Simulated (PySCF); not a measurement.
Job file and geometry (Å, from GFN2-xTB) of an NMR shielding run on SMILES C[Si@@H](O[SiH3])P[SiH3], CH$_{11}$OPSi$_{3}$, GIAO PBE0/pcSseg-1 NMR shielding, non-relativistic, gas phase in PySCF; density fitting, a coarse starting grid and PySCF grid level 2 are the driver's defaults:

```
$ OMP_NUM_THREADS=1 python probes_run.py task.json out

{"job": {"kind": "nmr", "xc": "PBE0", "basis": "pcSseg-1"}, "charge": 0, "multiplicity": 1}
C     -0.117476     1.737896    -0.918034
Si    -0.224751     0.419981     0.441981
O     -1.757985    -0.067925     0.636385
Si    -3.066867    -0.936887     0.223704
P      1.011252    -1.336256    -0.193523
Si     3.051225    -0.478680     0.031109
H     -0.864871     2.511323    -0.771815
H     -0.279115     1.298964    -1.899536
H      0.859626     2.211107    -0.923646
H      0.093053     0.959789     1.768283
H     -4.027984    -0.577788     1.262110
H     -3.486246    -0.509613    -1.110462
H     -2.710420    -2.353790     0.242511
H      0.983065    -1.957045     1.040492
H      3.213074     0.409839     1.186911
H      3.982403    -1.599382     0.160049
H      3.335021     0.280496    -1.186429
```

Problem. Write the output of this run.

Solution. 
```
coarse grid: 15488 points
cycle   1  E = -1329.0121893979  dE =  2.866e-01  |g| = 8.011e-01  |ddm| = 3.676e+00
cycle   2  E = -1328.8084691103  dE =  2.037e-01  |g| = 1.298e+00  |ddm| = 1.777e+00
cycle   3  E = -1329.1275617521  dE = -3.191e-01  |g| = 1.253e-01  |ddm| = 1.307e+00
cycle   4  E = -1329.1305907653  dE = -3.029e-03  |g| = 4.715e-02  |ddm| = 1.550e-01
cycle   5  E = -1329.1311451861  dE = -5.544e-04  |g| = 6.570e-03  |ddm| = 4.655e-02
cycle   6  E = -1329.1311547613  dE = -9.575e-06  |g| = 1.869e-03  |ddm| = 9.567e-03
final grid: 129216 points
cycle   7  E = -1329.1744476746  dE = -1.183e-05  |g| = 9.691e-03  |ddm| = 2.490e-02
cycle   8  E = -1329.1744284428  dE =  1.923e-05  |g| = 1.384e-02  |ddm| = 1.934e-02
cycle   9  E = -1329.1744669097  dE = -3.847e-05  |g| = 1.324e-03  |ddm| = 1.143e-02
cycle  10  E = -1329.1744672661  dE = -3.564e-07  |g| = 1.721e-04  |ddm| = 1.392e-03
cycle  11  E = -1329.1744672733  dE = -7.178e-09  |g| = 3.650e-05  |ddm| = 2.295e-04
cycle  12  E = -1329.1744672736  dE = -2.944e-10  |g| = 9.204e-06  |ddm| = 4.994e-05
converged SCF energy = -1329.1744672736

GIAO shielding tensors (ppm)
atom      isotropic    diamagn.    paramagn.     s11        s22        s33       span
  0 C      184.119     257.007     -72.888    174.473    184.038    193.845     19.372
  1 Si     345.825     881.081    -535.256    296.002    349.991    391.483     95.481
  2 O      303.337     400.555     -97.218    221.449    333.022    355.539    134.091
  3 Si     392.344     880.233    -487.889    356.869    360.342    459.820    102.950
  4 P      633.605     971.704    -338.099    572.420    609.088    719.308    146.888
  5 Si     437.871     880.480    -442.609    413.552    432.087    467.972     54.420
  6 H       31.146      30.930       0.216     26.776     28.145     38.515     11.739
  7 H       31.220      33.083      -1.863     27.576     29.532     36.551      8.975
  8 H       31.789      32.222      -0.433     26.841     30.432     38.094     11.253
  9 H       25.965      30.965      -4.999     22.408     24.960     30.529      8.121
 10 H       26.635      28.564      -1.929     22.870     24.744     32.290      9.420
 11 H       26.598      29.743      -3.145     22.857     25.279     31.657      8.799
 12 H       26.569      29.954      -3.385     22.631     25.887     31.189      8.559
 13 H       31.042      32.796      -1.754     24.865     28.162     40.101     15.236
 14 H       27.653      29.271      -1.618     23.770     25.965     33.224      9.454
 15 H       27.629      28.809      -1.180     23.801     25.064     34.021     10.220
 16 H       27.962      29.824      -1.862     24.338     26.130     33.419      9.081
```

Size and cost of the density-fitted run: 185 basis functions, 31 s wall time on 1 thread of an Arm Neoverse V2, shared host; peak memory 0.83 GiB.
